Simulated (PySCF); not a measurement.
Match the calculated data to a structure.

| technique | computed result |
| --- | --- |
| NMR, other nuclei | isotropic shieldings of nuclei other than C and H, by class: 51 (1 O), 66 (1 O), 245 (3 F) ppm [GIAO PBE0/pcSseg-1] |
| Rotational structure | rotational constants A, B, C: 3.061, 0.860, 0.759 GHz [GFN2-xTB] |
| 1H NMR | chemical shifts (computed TMS as zero) by class: 6.58 (1 H), 3.90 (1 H) ppm [GIAO PBE0/pcSseg-1] |
| 13C NMR | chemical shifts (computed TMS as zero) by class: 175.8 (1 C), 134.1 (1 C), 126.3 (1 C), 115.0 (1 C), 75.5 (1 C) ppm [GIAO PBE0/pcSseg-1] |

The electronic properties come from PySCF, for the isolated species, density fitting. Levels stand in brackets. Isolated species at its GFN2-xTB geometry, gas phase. No diffuse functions stand in pcSseg-1, which bears on an anion's orbital energies. Each NMR value is the plain mean over a class of atoms that symmetry, rotation or inversion makes alike.

Question: Which candidate is it?
A. `O=C(O)c1ccoc1[O-]`
B. `O=C([O-])C1(C(F)(F)F)CC1`
C. `O=C([O-])C#CCC(F)(F)F`
D. `[O-]c1ccc(C(F)(F)F)o1`

Answer: D. It is `[O-]c1ccc(C(F)(F)F)o1`. Numbering: `[O-:1][c:2]1[cH:3][cH:4][c:5]([C:6]([F:7])([F:8])[F:9])[o:10]1`. 5 carbons fall into 5 classes; from least to most shielded: aromatic carbon bearing oxygen [C2] (175.8 ppm), CF3 carbon [C6] (134.1 ppm), aromatic CH carbon [C4] (126.3 ppm), substituted aromatic carbon [C5] (115.0 ppm), aromatic CH carbon [C3] (75.5 ppm). Hydrogen classes from least to most shielded: 1 H on an aromatic CH carbon, C4 (6.58 ppm), 1 H on an aromatic CH carbon, C3 (3.90 ppm). The other shieldings belong to: 51 ppm, aryloxide oxygen [O1]; 66 ppm, furan-type oxygen [O10]; 245 ppm, fluorine of a CF3 group [F7/F8/F9]. The optimised geometry has point group Cs and is an asymmetric top.

The others, at the same levels:
- `O=C([O-])C#CCC(F)(F)F` fails: its computed 13C shifts are 154.4 (1 C), 136.7 (1 C), 104.0 (1 C), 55.0 (1 C), 30.9 (1 C) ppm, 1H shifts are 3.07 (2 H) ppm and rotational constant A is 3.581 GHz (against 3.061 GHz).
- `O=C([O-])C1(C(F)(F)F)CC1` fails: it has 4 hydrogens where the 1H data count 2; its computed 13C shifts are 162.6 (1 C), 140.7 (1 C), 27.6 (1 C), 9.8 (2 C) ppm, 1H shifts are 0.71 (2 H), 0.18 (2 H) ppm and rotational constant A is 1.996 GHz (against 3.061 GHz).
- `O=C(O)c1ccoc1[O-]` fails: it has 3 hydrogens where the 1H data count 2; its computed 13C shifts are 173.6 (1 C), 170.9 (1 C), 124.3 (1 C), 118.2 (1 C), 79.5 (1 C) ppm, 1H shifts are 6.26 (1 H), 6.00 (1 H), 3.89 (1 H) ppm and smallest rotational constant is 1.006 GHz (against 0.759 GHz).

Each candidate is one conformer, not necessarily the lowest. Dipoles, sizes and rotational constants follow the conformer. The torsions of the flexible species, by atom-mapped SMILES:
- `[O-:1][c:2]1[cH:3][cH:4][c:5]([C:6]([F:7])([F:8])[F:9])[o:10]1`: C4–C5–C6–F7 0°
- `[O:1]=[C:2]([O-:3])[C:4]#[C:5][CH2:6][C:7]([F:8])([F:9])[F:10]`: C5–C6–C7–F8 62°
- `[O:1]=[C:2]([O-:3])[C:4]1([C:5]([F:6])([F:7])[F:8])[CH2:9][CH2:10]1`: O1–C2–C4–C5 180°, C2–C4–C5–F6 180°
- `[O:1]=[C:2]([OH:3])[c:4]1[cH:5][cH:6][o:7][c:8]1[O-:9]`: O1–C2–C4–C5 0°, H–O3–C2–O1 0°
